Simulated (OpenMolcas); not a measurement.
Multiconfigurational calculation on As IV

Input:

```
&GATEWAY
Coord
1

As 0.0 0.0 0.0
Basis=ANO-R3
Group=XYZ
NoMove
AngMom=0.0 0.0 0.0
AMFI
&SEWARD
&RASSCF
FileOrb=start.orb
Symmetry=1
Spin=3
nActEl=2 0 0
Inactive=8 6
Ras2=1 3
CIRoot=3 3 1
SDav=3
CIMx=300
Iter=120 100
PrWF=0.3
OrbListing=Nothing
MaxOrb=0
Atom
>>> COPY $Project.JobIph JOBPRE
&RASSCF
FileOrb=start.orb
Symmetry=1
Spin=1
nActEl=2 0 0
Inactive=8 6
Ras2=2 6
CIRoot=1 1 1
SDav=24
CIMx=300
Iter=120 100
PrWF=0.3
OrbListing=Nothing
MaxOrb=0
Atom
>>> COPY $Project.JobIph JOB001
&RASSCF
FileOrb=start.orb
Symmetry=2
Spin=1
nActEl=2 0 0
Inactive=8 6
Ras2=2 6
CIRoot=3 3 1
SDav=12
CIMx=300
Iter=120 100
PrWF=0.3
OrbListing=Nothing
MaxOrb=0
Atom
>>> COPY $Project.JobIph JOB002
&RASSCF
FileOrb=start.orb
Symmetry=2
Spin=3
nActEl=2 0 0
Inactive=8 6
Ras2=2 6
CIRoot=12 12 1
SDav=12
CIMx=300
Iter=120 100
PrWF=0.3
OrbListing=Nothing
MaxOrb=0
Atom
CIOnly
>>> COPY $Project.JobIph JOB003
&RASSI
NrOfJobIphs=3 1 3 3
1
1 2 3
1 2 3
IphNames
JOB001
JOB002
JOB003
EJob
SpinOrbit
DIPRint=1.0
SOCoupling=1000.0
Subsets=2
MEES
Property=10
'ANGMOM' 1 'ANGMOM' 2 'ANGMOM' 3 'MLTPL  1' 1 'MLTPL  1' 2 'MLTPL  1' 3
'AMFI' 1 'AMFI' 2 'AMFI' 3 'MLTPL  2' 6
SOProperty=3
'ANGMOM' 1 'ANGMOM' 2 'ANGMOM' 3
```

Launched by
```bash
OMP_NUM_THREADS=1 MOLCAS_MEM=2252 MOLCAS_PROJECT=a pymolcas a.inp > a.log  # once for each step of the input, in one work folder
```

A driver script runs the steps one by one and writes start.orb anew before each from the orbitals found so far, so a CI-only block uses the converged orbitals of the first block.

Output, cut to the results:

```
--- SEWARD ---
Basis set label: AS.ANO-R...7S6P5D3F2G.

      Electronic valence basis set:
      ------------------
      Associated Effective Charge  33.000000 au
      Associated Actual Charge     33.000000 au
      Nuclear Model: Finite nucleus - Gaussian distribution
        Gaussian exponent, Xi/bohr**(-2):  2.50420E+08

      Shell  nPrim  nBasis  Cartesian Spherical Contaminant
         s      21       7        X
         p      15       6        X
         d       9       5                 X
         f       6       3                 X
         g       4       2                 X
                  Relativistic X2C integrals
                  Atomic mean-field integrals
--- RASSCF ---
Wave function specifications:
      -----------------------------

      Number of closed shell electrons          28
      Number of electrons in active shells       2
      Max number of holes in RAS1 space          0
      Max nr of electrons in RAS3 space          0
      Number of inactive orbitals               14
      Number of active orbitals                  8
      Number of secondary orbitals              67
      Spin quantum number                      0.0
      State symmetry                             1
Orbital specifications:
      -----------------------

      Symmetry species                           1   2
                                                ag  au
      Frozen orbitals                            0   0
      Inactive orbitals                          8   6
      Active orbitals                            2   6
      RAS1 orbitals                              0   0
      RAS2 orbitals                              2   6
      RAS3 orbitals                              0   0
      Secondary orbitals                        40  27
      Deleted orbitals                           0   0
      Number of basis functions                 50  39
      Number of CSFs                            24
      Number of root(s) required                 1
      Iter CI   SX   CI       RASSCF       Energy    max ROT     max BLB   max BLB  Level Ln srch  Step   QN
          iter iter root      energy       change     param      element    value   shift minimum  type update
 Nr of preliminary CI iterations:   1
      Total energies have been shifted. Add                -2000.00 au
        1   1   16    1  -257.10677565    0.00E+00   9.80E-02    6  15 1 -2.77E-02*  0.00   0.00    SX    NO
        2   1   16    1  -257.10766974   -8.94E-04*  7.14E-02    3  12 1 -1.71E-02*  0.00   0.00    SX    NO
        3   1   16    1  -257.10778173   -1.12E-04*  4.77E-02    6  20 1  1.14E-02*  0.00   0.00    SX    NO
        4   1   16    1  -257.10783861   -5.69E-05*  3.25E-02    6  20 1 -8.21E-03*  0.00   0.00    SX    NO
        5   1   16    1  -257.10786614   -2.75E-05*  1.27E-02    6  20 1  5.88E-03*  0.00   0.59    LS   YES
        6   1   14    1  -257.10789160   -2.55E-05*  2.34E-02    6  20 1  2.89E-04*  0.00   1.03    QN   YES
        7   1   13    1  -257.10789322   -1.62E-06*  3.06E-02    6  15 1 -1.81E-04*  0.00   2.50    LS   YES
        8   1   14    1  -257.10789441   -1.19E-06*  1.80E-02    3  12 1 -1.32E-04*  0.00   1.64    LS   YES
        9   1   14    1  -257.10789463   -2.16E-07* -5.59E-03    3  12 1 -2.64E-04*  0.00   1.10    QN   YES
       10   1   11    1  -257.10789471   -8.84E-08*  1.29E-03    5  10 2 -2.82E-05   0.00   1.23    QN   YES
       11   1    5    1  -257.10789472   -7.73E-09  -4.06E-04    5  10 2  1.01E-05   0.00   1.22    QN   YES
      Convergence after 11 iterations
       12   1    5    1  -257.10789472   -7.23E-10  -4.06E-04    5  10 2  4.56E-06   0.00   1.22    QN   YES
      Natural orbitals and occupation numbers for root  1
      sym 1:   1.928586   0.000430
      sym 2:   0.023625   0.023625   0.023625   0.000037   0.000037   0.000037
::    RASSCF root number  1 Total energy:  -2257.10789472
--- RASSCF ---
Wave function specifications:
      -----------------------------

      Number of closed shell electrons          28
      Number of electrons in active shells       2
      Max number of holes in RAS1 space          0
      Max nr of electrons in RAS3 space          0
      Number of inactive orbitals               14
      Number of active orbitals                  8
      Number of secondary orbitals              67
      Spin quantum number                      0.0
      State symmetry                             2
Orbital specifications:
      -----------------------

...
--- RASSI ---
SPIN-FREE ENERGIES:
  (Shifted by EMIN (a.u.) =      -2257.1078947234)

 SF State       Relative EMIN(au)   Rel lowest level(eV)    D:o, cm**(-1)      L_eff

     1             0.0000000000        0.0000000000              0.0000         0.0
     5             0.3481687989        9.4741556668          76414.2188         1.0
     6             0.3481687989        9.4741556668          76414.2188         1.0
     7             0.3481687989        9.4741556668          76414.2188         1.0
     2             0.5512697797       15.0008149015         120989.7317         1.0
     3             0.5512697797       15.0008149015         120989.7317         1.0
     4             0.5512697797       15.0008149015         120989.7317         1.0
     Dipole printing threshold changed to   1.00000000E+00

++ Dipole transition strengths (spin-free states):
   -----------------------------------------------
     for osc. strength at least  1.00000000E+00

  ( Max oscillator strength is only   0.66617807907124083      )
--
Eigenvalues of complex Hamiltonian:
   -----------------------------------
  (Shifted by EMIN (a.u.) =      -2257.1078947234)

 SO State       Relative EMIN(au)   Rel lowest level(eV)    D:o, cm**(-1)     J-value

     1             0.0000000000        0.0000000000              0.0000         0.0
     2             0.3381752909        9.2022184584          74220.8973        -0.0
     3             0.3429754675        9.3328379182          75274.4143         0.8
     4             0.3429754675        9.3328379182          75274.4143         0.6
     5             0.3429754675        9.3328379181          75274.4143         0.8
     6             0.3531655530        9.6101242710          77510.8796         1.4
     7             0.3531655530        9.6101242710          77510.8796         1.5
     8             0.3531655530        9.6101242710          77510.8796         1.7
...
```

The J values that RASSI prints are effective ones from its own formula and need not be integers or half-integers; the table below assigns J from the states.

Levels above the lowest, from the spin-orbit matrix, grouped by J:

```json
{"Configuration": "4s²", "Term": "¹S", "J": "0", "E (cm⁻¹)": "0.0", "Measured (cm⁻¹)": "0.0", "g": "", "Term weight %": "100"}
{"Configuration": "4s 4p", "Term": "³P°", "J": "0", "E (cm⁻¹)": "74221", "Measured (cm⁻¹)": "", "g": "", "Term weight %": "100"}
{"Configuration": "4s 4p", "Term": "³P°", "J": "1", "E (cm⁻¹)": "75274", "Measured (cm⁻¹)": "76962", "g": "1.501", "Term weight %": "100"}
{"Configuration": "4s 4p", "Term": "³P°", "J": "2", "E (cm⁻¹)": "77511", "Measured (cm⁻¹)": "79492", "g": "1.501", "Term weight %": "100"}
{"Configuration": "4s 4p", "Term": "¹P°", "J": "1", "E (cm⁻¹)": "121033", "Measured (cm⁻¹)": "112022", "g": "1.000", "Term weight %": "100"}
```

Against the 3 measured excited levels shown (Moore, Atomic Energy Levels, vol. II, NSRDS-NBS 35 (1971 reprint of NBS Circular 467, 1952)) the mean absolute deviation is 4200 cm-1; the largest miss in energy is 4s 4p ¹P°₁: computed 121033, measured 112022 cm⁻¹ (+8.0 %).

Terms from blocks run as CI alone lack orbitals of their own. Active for correlation alone: 5p 5s; no level in the range computed is led by a configuration that fills them, so any true level of that kind is missing. Computed and measured levels are paired by configuration, term and J; levels that our copy of the source lacks, or whose pairing is in doubt (as where it misses far off the trend of its configuration), stay unpaired and out of the deviations. Only configurations of the active space appear. The first state left out of the spin-orbit step lies near 180000 cm-1 above the lowest spin-free state of the reference (among the parities and spins computed), and the list stops at four fifths of that energy or lower.

The term weight is that of the spin-free term in the level, not the purity of its configuration. ° marks odd parity.
